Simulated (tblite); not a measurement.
Species: C4H9F3Si.
Atom-mapped SMILES: `[F:1][CH2:2][CH2:3][CH2:4][CH2:5][SiH:6]([F:7])[F:8]` (hydrogens: H9, H10 on C2; H11, H12 on C3; H13, H14 on C4; H15, H16 on C5; H17 on Si6)

Computed with GFN2-xTB (tblite), gas phase: L-BFGS steps from a force-field or distance-geometry start until the largest atomic force falls under 0.01 eV/Å.

Step 10: E = -794.9372 eV
```
atom  x, y, z in Å  |  force x, y, z in eV/Å
F1      2.7269   -0.4131   -1.5073    0.011   0.030   0.052
C2      2.6100    0.3424   -0.3620   -0.016   0.000  -0.022
C3      1.3916   -0.0931    0.4367    0.011  -0.002  -0.006
C4      0.0954    0.1273   -0.3371   -0.048  -0.005   0.006
C5     -1.1097   -0.3362    0.4812   -0.061  -0.025  -0.023
Si6    -2.7488   -0.1358   -0.4344   -0.006   0.003   0.077
F7     -3.9470   -0.5414    0.5478   -0.014   0.005  -0.026
F8     -3.0459    1.4166   -0.6914    0.009  -0.037  -0.014
H9      3.5331    0.1927    0.2065    0.025   0.024  -0.024
H10     2.5250    1.3866   -0.6841    0.027  -0.043   0.004
H11     1.3689    0.4724    1.3705    0.042  -0.003  -0.015
H12     1.4858   -1.1538    0.6799    0.037   0.007   0.007
H13    -0.0125    1.1865   -0.5838    0.016  -0.029   0.013
H14     0.1409   -0.4304   -1.2747    0.024   0.021   0.012
H15    -0.9679   -1.3862    0.7516    0.001   0.044   0.005
H16    -1.1327    0.2230    1.4226   -0.029  -0.022  -0.044
H17    -2.9201   -0.8455   -1.6789   -0.029   0.031  -0.003
```

Step 11: E = -794.9381 eV
```
atom  x, y, z in Å  |  force x, y, z in eV/Å
F1      2.7277   -0.4144   -1.5070    0.016   0.044   0.053
C2      2.6108    0.3425   -0.3626   -0.011   0.000  -0.019
C3      1.3920   -0.0935    0.4360    0.032   0.000   0.008
C4      0.0946    0.1262   -0.3366   -0.026   0.002   0.005
C5     -1.1116   -0.3369    0.4803   -0.036  -0.029  -0.007
Si6    -2.7520   -0.1369   -0.4345    0.017   0.007   0.087
F7     -3.9514   -0.5402    0.5471   -0.011   0.003  -0.023
F8     -3.0475    1.4154   -0.6928    0.009  -0.030  -0.010
H9      3.5351    0.1948    0.2060    0.001   0.016  -0.031
H10     2.5263    1.3874   -0.6835    0.020  -0.057  -0.007
H11     1.3728    0.4717    1.3693    0.024   0.013   0.003
H12     1.4880   -1.1531    0.6813    0.033  -0.010  -0.001
H13    -0.0121    1.1850   -0.5817    0.009  -0.004   0.002
H14     0.1428   -0.4299   -1.2746    0.011   0.012   0.005
H15    -0.9647   -1.3847    0.7545   -0.021   0.016  -0.009
H16    -1.1338    0.2212    1.4221   -0.037   0.000  -0.043
H17    -2.9241   -0.8425   -1.6804   -0.029   0.017  -0.012
```

Step 12: E = -794.9387 eV
```
atom  x, y, z in Å  |  force x, y, z in eV/Å
F1      2.7288   -0.4145   -1.5061    0.018   0.032   0.027
C2      2.6112    0.3425   -0.3629   -0.003   0.000  -0.004
C3      1.3926   -0.0938    0.4356    0.031  -0.001   0.019
C4      0.0937    0.1253   -0.3358    0.006   0.005   0.005
C5     -1.1133   -0.3379    0.4796   -0.001  -0.021   0.004
Si6    -2.7538   -0.1379   -0.4335    0.017   0.000   0.054
F7     -3.9549   -0.5390    0.5459   -0.017  -0.003  -0.010
F8     -3.0488    1.4139   -0.6940    0.011  -0.014  -0.006
H9      3.5365    0.1966    0.2050   -0.010   0.008  -0.025
H10     2.5276    1.3871   -0.6833    0.010  -0.041  -0.017
H11     1.3762    0.4715    1.3686    0.011   0.022   0.015
H12     1.4903   -1.1528    0.6822    0.027  -0.019  -0.006
H13    -0.0118    1.1839   -0.5801    0.001   0.015  -0.003
H14     0.1443   -0.4294   -1.2742    0.000   0.004  -0.002
H15    -0.9625   -1.3835    0.7565   -0.035  -0.019  -0.015
H16    -1.1352    0.2199    1.4211   -0.041   0.019  -0.028
H17    -2.9279   -0.8398   -1.6815   -0.025   0.011  -0.006
```

Problem. Estimate the geometry and energy of step 13. (The exact step hangs on the optimiser's Hessian estimate; all steps are aligned on step 12, rigid shifts and turns removed.)

Solution. E = -794.9391 eV, largest force 0.057 eV/Å
```
atom  x, y, z in Å  |  force x, y, z in eV/Å
F1      2.7298   -0.4140   -1.5053    0.017   0.010  -0.004
C2      2.6115    0.3425   -0.3630    0.005  -0.001   0.010
C3      1.3933   -0.0940    0.4358    0.017  -0.001   0.021
C4      0.0933    0.1249   -0.3353    0.027   0.005   0.006
C5     -1.1143   -0.3389    0.4793    0.023  -0.009   0.007
Si6    -2.7545   -0.1386   -0.4321    0.005  -0.008   0.010
F7     -3.9572   -0.5384    0.5450   -0.022  -0.008   0.002
F8     -3.0494    1.4126   -0.6947    0.012  -0.002  -0.003
H9      3.5373    0.1978    0.2040   -0.007   0.004  -0.012
H10     2.5285    1.3862   -0.6836    0.001  -0.012  -0.023
H11     1.3784    0.4718    1.3683    0.004   0.022   0.019
H12     1.4922   -1.1529    0.6826    0.022  -0.017  -0.007
H13    -0.0115    1.1835   -0.5792   -0.003   0.019  -0.003
H14     0.1452   -0.4290   -1.2740   -0.004   0.000  -0.004
H15    -0.9619   -1.3832    0.7575   -0.038  -0.040  -0.014
H16    -1.1368    0.2195    1.4199   -0.039   0.028  -0.013
H17    -2.9307   -0.8378   -1.6821   -0.020   0.011   0.006
```

The energy changes by -0.0004 eV. The first-order estimate −F·Δx gives -0.0005 eV and the mean of the old and new forces, exact on a quadratic surface, -0.0004 eV. The step makes an angle of 58° with the force vector and moves no atom by more than 0.004 Å.

What follows is the cost of the whole relaxation. Hardware: an Arm Neoverse N1 with one thread, no GPU, on a shared host. Cost: 0.51 s of wall time.
